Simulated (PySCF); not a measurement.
## C₆ coefficients of unlike pairs at UHF

Calculated with PySCF 2.14 from the dipole response of each species, C₆(A,B) = (3/π) ∫ α_A(iu) α_B(iu) du, in atomic units, from isotropic polarisabilities. For ions this is the dispersion term alone; charge-induced terms of lower order in 1/R come first.

```json
{"species": "C⁻", "configuration": "[He] 2s2 2p3 (4S)", "basis": "aug-cc-pVQZ with one added diffuse shell each of s, p, d, f, g type (7s6p5d4f3g)", "relativity": "none", "α (bohr³)": "49.30", "C₆ (like pair)": "341.6"}
{"species": "K", "configuration": "[Ar] 4s1 (2S)", "basis": "dyall-av2z (17s13p2d)", "relativity": "none", "α (bohr³)": "413.5", "C₆ (like pair)": "6538"}
{"species": "S³⁺", "configuration": "[Ne] 3s2 3p1 (2P)", "basis": "dyall-av2z (13s9p2d)", "relativity": "none", "α (bohr³)": "5.529", "C₆ (like pair)": "14.91"}
{"species": "Kr", "configuration": "[Kr] (1S)", "basis": "x2c-TZVPPall with one added diffuse shell each of s, p, d type (7s6p5d1f)", "relativity": "spin-free X2C", "α (bohr³)": "16.38", "C₆ (like pair)": "125.5"}
```

**Question.** Estimate C₆ for Kr with C⁻.

**Answer.** The integral gives 185.4. The combination rule 2 C_A C_B / (C_A α_B/α_A + C_B α_A/α_B) gives 174.5 and the geometric mean 207.0.

No spin-orbit coupling is included.

The other pairs:

```
   pair     C₆
  Kr, K  511.3
S³⁺, C⁻  63.46
  K, C⁻   1226
Kr, S³⁺  43.24
 S³⁺, K  173.6
```
